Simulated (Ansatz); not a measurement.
Ansatz (an electronic-structure program) input (B3LYP-D3(BJ)/def2-TZVP):

Ansatz 0.2 input:
```yaml
crystal:
  periodic: [false, false, false]
  atoms:
    - {symbol: Si, position_ang: [0.00295743, 0.05125332, 0.02601423]}
    - {symbol: O, position_ang: [-0.26264162, 1.58149441, -0.02055864]}
    - {symbol: H, position_ang: [-1.05136177, -0.97760489, 0.01337617]}
    - {symbol: H, position_ang: [1.34177680, -0.56343972, 0.01275683]}
basis:
  gaussian:
    orbitals: def2-TZVP
hamiltonian:
  xc: b3lyp
  dispersion: d3bj
total_charge: -1
magnetization: {spin_polarized: true, initial_magnetization: 1}
relax: {f_tol: 0.002, max_steps: 150}
```

End of the output:

```
these checks for a lower state are left out or cut short: starts, cluster_reference, orbital_swaps, neighbouring_geometries, increment
integrals: 0.01 GiB planned
500 factors; their error is unknown
mean field: 0.22 GiB planned
mean field -9959.26584722 eV, -365.9962692526 hartree, gradient 1.5e-5 eV, S^2 0.754051; 0 other end points of the search recorded, 0 dependent functions left out
the calculation of the forces begins
reference -9959.26604928 eV, -365.9962766779 hartree; 13, 12 occupied and 67, 68 virtual orbitals, 500 factors
relax step   6: F+E_penalty+E_count = -9959.35101434 eV  Δ(F+E_penalty+E_count) = -5.076e-4 eV  max|allowed force component| = 7.957e-3 eV/Å  Δτ_max = 0.0035 Å  (31 SCF iters, accepted)
these checks for a lower state are left out or cut short: starts, cluster_reference, orbital_swaps, neighbouring_geometries, increment
integrals: 0.01 GiB planned
500 factors; their error is unknown
mean field: 0.22 GiB planned
mean field -9959.26584980 eV, -365.9962693474 hartree, gradient 1.8e-5 eV, S^2 0.754050; 0 other end points of the search recorded, 0 dependent functions left out
the calculation of the forces begins
reference -9959.26605186 eV, -365.9962767727 hartree; 13, 12 occupied and 67, 68 virtual orbitals, 500 factors
relax step   7: F+E_penalty+E_count = -9959.35101796 eV  Δ(F+E_penalty+E_count) = -3.618e-6 eV  max|allowed force component| = 2.690e-3 eV/Å  Δτ_max = 0.0006 Å  (21 SCF iters, accepted)
these checks for a lower state are left out or cut short: starts, cluster_reference, orbital_swaps, neighbouring_geometries, increment
integrals: 0.01 GiB planned
500 factors; their error is unknown
mean field: 0.22 GiB planned
mean field -9959.26585156 eV, -365.9962694121 hartree, gradient 2.4e-5 eV, S^2 0.754046; 0 other end points of the search recorded, 0 dependent functions left out
the calculation of the forces begins
reference -9959.26605363 eV, -365.9962768379 hartree; 13, 12 occupied and 67, 68 virtual orbitals, 500 factors
relax step   8: F+E_penalty+E_count = -9959.35101822 eV  Δ(F+E_penalty+E_count) = -2.586e-7 eV  max|allowed force component| = 2.426e-3 eV/Å  Δτ_max = 0.0003 Å  (21 SCF iters, accepted)
these checks for a lower state are left out or cut short: starts, cluster_reference, orbital_swaps, neighbouring_geometries, increment
integrals: 0.01 GiB planned
500 factors; their error is unknown
mean field: 0.22 GiB planned
mean field evaluation 64: about -9959.2659 eV, gradient 1.5e-5 eV
mean field -9959.26585110 eV, -365.9962693950 hartree, gradient 1.5e-5 eV, S^2 0.754048; 0 other end points of the search recorded, 0 dependent functions left out
the calculation of the forces begins
reference -9959.26605316 eV, -365.9962768207 hartree; 13, 12 occupied and 67, 68 virtual orbitals, 500 factors
relax step   9: F+E_penalty+E_count = -9959.35101852 eV  Δ(F+E_penalty+E_count) = -3.019e-7 eV  max|allowed force component| = 2.757e-4 eV/Å  Δτ_max = 0.0002 Å  (21 SCF iters, accepted)
integrals: 0.01 GiB planned
500 factors; their error is unknown
mean field: 0.22 GiB planned
mean field -9959.26585110 eV, -365.9962693950 hartree, gradient 1.5e-5 eV, S^2 0.754048; 1 other end points of the search recorded, 0 dependent functions left out
the calculation of the forces begins
reference -9959.26605316 eV, -365.9962768207 hartree; 13, 12 occupied and 67, 68 virtual orbitals, 500 factors
Total energy: -9959.35122058 eV, -365.9994066657 hartree
Atom 0 at    -0.002858     0.084365     0.361972 Å, force    -0.000043     0.000276     0.000238 eV/Å
Atom 1 at    -0.257749     1.554753    -0.139891 Å, force    -0.000012     0.000049    -0.000034 eV/Å
Atom 2 at    -1.020494    -0.975745    -0.094906 Å, force    -0.000136    -0.000189    -0.000103 eV/Å
Atom 3 at     1.311832    -0.571669    -0.095587 Å, force     0.000191    -0.000135    -0.000101 eV/Å
Dipole moment:     0.040685    -0.234701     0.079670 e Å
```
